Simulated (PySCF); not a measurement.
CH₃S, SMILES [CH2]S, multiplicity 2. Atoms are numbered in the order given.

```xyz
5

C     -0.0223    -1.1271     0.0000
S      0.0890     0.5765     0.0000
H      0.9066    -1.6763     0.0000
H     -0.9718    -1.6374     0.0000
H     -1.2244     0.8516     0.0000
```
Charge 0, spin multiplicity 2.

Coordinates come from a PBE0-D3(BJ)/def2-TZVP optimisation. The isomer is the one that the SMILES or the coordinates give; other isomers of the formula were not compared.

These are B3LYP/pcH-1 (PySCF) values and carry that method's errors.

Unrestricted Kohn–Sham, ⟨S²⟩ = 0.754. Hyperfine tensors hold the contact and dipolar terms, without spin-orbit corrections.

**Question.** Estimate the hyperfine couplings. (The exact figures need the calculation; the answer reports its results.)

**Answer.** 
```csv
nucleus,A(iso) (MHz),A(iso) (G),dipolar principal values (MHz)
13C no. 1,83.8,29.9,"-73.4, -72.9, 146.3"
33S no. 2,6.8,2.4,"-25.9, -20.9, 46.8"
1H no. 3,-57.8,-20.6,"-34.3, -1.0, 35.3"
1H no. 4,-58.9,-21.0,"-34.5, -0.7, 35.2"
1H no. 5,-8.5,-3.0,"-4.7, -2.1, 6.8"
```

**Question.** And the g tensor (effective nuclear charges for spin-orbit coupling, GIAO)? (Estimate from the structure and the level; the computed values follow.)

**Answer.** principal values 2.0020, 2.0040, 2.0089; isotropic 2.0050.
